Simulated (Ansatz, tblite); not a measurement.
Forces on [In(H2O)6]3+ (InO₆H₁₂³⁺) at its PBE-D4/def2-SVP geometry. The state is a singlet with charge 3.

In the def2 sets In takes a core potential; there is no spin–orbit coupling. The xTB rows come from tblite.

GFN1-xTB (tblite), largest force 0.82 eV/Å:

```xyz
19
positions Å, forces eV/Å
In   -0.001    0.000    0.000    0.002    0.000   -0.002
O    -0.321    0.124    2.190   -0.189   -0.162    0.236
H    -0.982    0.655    2.694    0.503   -0.440   -0.465
H    -0.024   -0.594    2.799   -0.245    0.567   -0.543
O     0.340   -0.057   -2.189    0.112   -0.230   -0.230
H    -0.215   -0.612   -2.786    0.448    0.436    0.534
H     1.158    0.157   -2.696   -0.637   -0.193    0.468
O     1.240   -1.778    0.459    0.243   -0.185   -0.161
H     2.216   -1.711    0.588   -0.812   -0.014   -0.129
H     1.052   -2.730    0.282    0.118    0.800    0.095
O    -1.292    1.752   -0.420    0.045    0.333   -0.077
H    -1.655    2.421    0.206    0.349   -0.560   -0.476
H    -1.332    2.163   -1.316    0.075   -0.363    0.734
O     1.842    1.172    0.378    0.079    0.326    0.072
H     2.045    1.548    1.268   -0.214   -0.317   -0.728
H     2.409    1.662   -0.262   -0.518   -0.395    0.489
O    -1.808   -1.212   -0.420   -0.291   -0.081    0.162
H    -2.693   -0.796   -0.547    0.752   -0.307    0.127
H    -1.977   -2.164   -0.228    0.180    0.786   -0.107
```

GFN2-xTB (tblite), largest force 0.52 eV/Å:

```
In 0.001 0.000 -0.001
O -0.102 -0.084 0.362
H 0.288 -0.277 -0.317
H -0.165 0.350 -0.352
O 0.063 -0.125 -0.358
H 0.288 0.264 0.346
H -0.375 -0.133 0.320
O 0.277 -0.269 -0.013
H -0.514 -0.003 -0.096
H 0.054 0.507 0.028
O -0.123 0.347 -0.114
H 0.248 -0.352 -0.275
H 0.063 -0.227 0.466
O 0.242 0.280 0.106
H -0.148 -0.193 -0.462
H -0.353 -0.238 0.283
O -0.354 -0.150 0.017
H 0.478 -0.189 0.095
H 0.133 0.492 -0.036
```

ωB97M-V/def2-TZVP (Ansatz), largest force 0.58 eV/Å:

```
In 0.000 0.001 0.000
O -0.196 -0.162 0.286
H 0.396 -0.302 -0.293
H -0.158 0.430 -0.351
O 0.119 -0.235 -0.280
H 0.314 0.341 0.343
H -0.485 -0.113 0.295
O 0.273 -0.225 -0.152
H -0.573 -0.040 -0.055
H 0.106 0.557 0.117
O 0.017 0.373 -0.088
H 0.201 -0.399 -0.367
H 0.007 -0.249 0.520
O 0.119 0.356 0.083
H -0.105 -0.235 -0.516
H -0.324 -0.298 0.375
O -0.333 -0.107 0.154
H 0.519 -0.246 0.054
H 0.102 0.555 -0.125
```
